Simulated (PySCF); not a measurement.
# Pd²⁺ (palladium, charge +2) across methods

[Kr] 4d7 5p1, one real determinant (an excited configuration). Calculation: PySCF 2.14, in x2c-TZVPPall with one added diffuse shell each of s, p, d, f type (9s7p7d3f1g, 95 functions); the spin-free X2C one-electron Hamiltonian (Gaussian nucleus). The B2PLYP total includes its PT2 part (frozen core); its orbital energies are those of the SCF part.

```json
{"method": "BHandHLYP", "E (hartree)": "-5043.77", "mean ε 4d α (eV)": "-37.644", "mean ε 4d β (eV)": "-35.396", "mean ε 5p α (eV)": "-17.896", "Σ⟨r²⟩ (bohr²)": "36.77", "⟨S²⟩": "6.002"}
{"method": "PBE", "E (hartree)": "-5043.35", "mean ε 4d α (eV)": "-33.417", "mean ε 4d β (eV)": "-31.299", "mean ε 5p α (eV)": "-16.790", "Σ⟨r²⟩ (bohr²)": "36.63", "⟨S²⟩": "6.001"}
{"method": "PBEsol", "E (hartree)": "-5040.81", "mean ε 4d α (eV)": "-33.401", "mean ε 4d β (eV)": "-31.216", "mean ε 5p α (eV)": "-16.811", "Σ⟨r²⟩ (bohr²)": "36.55", "⟨S²⟩": "6.001"}
{"method": "UHF", "E (hartree)": "-5041.41488", "mean ε 4d α (eV)": "-41.378", "mean ε 4d β (eV)": "-38.529", "mean ε 5p α (eV)": "-18.852", "Σ⟨r²⟩ (bohr²)": "37.18", "⟨S²⟩": "6.004"}
{"method": "LDA", "E (hartree)": "-5038.37", "mean ε 4d α (eV)": "-33.538", "mean ε 4d β (eV)": "-31.359", "mean ε 5p α (eV)": "-16.932", "Σ⟨r²⟩ (bohr²)": "36.52", "⟨S²⟩": "6.000"}
{"method": "MN15", "E (hartree)": "-5047.03", "mean ε 4d α (eV)": "-36.293", "mean ε 4d β (eV)": "-34.241", "mean ε 5p α (eV)": "-18.001", "Σ⟨r²⟩ (bohr²)": "36.48", "⟨S²⟩": "6.001"}
{"method": "B2PLYP", "E (hartree)": "-5043.22", "mean ε 4d α (eV)": "-37.691", "mean ε 4d β (eV)": "-35.327", "mean ε 5p α (eV)": "-17.899", "Σ⟨r²⟩ (bohr²)": "36.85", "⟨S²⟩": "6.002"}
{"method": "r2SCAN", "E (hartree)": "-5043.77", "mean ε 4d α (eV)": "-33.972", "mean ε 4d β (eV)": "-31.639", "mean ε 5p α (eV)": "-16.877", "Σ⟨r²⟩ (bohr²)": "36.52", "⟨S²⟩": "6.002"}
{"method": "PBE0", "E (hartree)": "-5043.43", "mean ε 4d α (eV)": "-35.657", "mean ε 4d β (eV)": "-33.379", "mean ε 5p α (eV)": "-17.436", "Σ⟨r²⟩ (bohr²)": "36.64", "⟨S²⟩": "6.001"}
```

⟨L²⟩ = 13.83 against 20 for a pure G term, so this real determinant mixes terms.
